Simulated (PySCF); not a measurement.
tetraantimony (Sb₄), SMILES [Sb]12[Sb]3[Sb]1[Sb]23.

The structure is a stationary point at B3LYP-D3(BJ)/def2-SVP. The def2 effective core potentials stand for the cores of Sb; spin–orbit coupling is left out.

The numbers are results of B3LYP-D3(BJ)/def2-SVP in PySCF, not measurements.

Frequencies are harmonic and unscaled.

Modes within 1.5 cm⁻¹ of each other (mostly degenerate sets) share a row, with their intensities summed.

Q: Estimate the vibrational spectrum. (Estimate from the structure and the level; the computed values follow.)

A: 
| mode | ν (cm⁻¹) | IR (km/mol) | Raman (Å⁴/amu) | depolarisation | moving atoms (share of kinetic energy) |
|---|---|---|---|---|---|
| 1–2 | 132 | 0.0 | 14.4 | 0.75 | Sb 100 % |
| 3–5 | 172 | 0.9 | 30.6 | 0.75 | Sb 100 % |
| 6 | 234 | 0.0 | 32.6 | 0.00 | Sb 100 % |
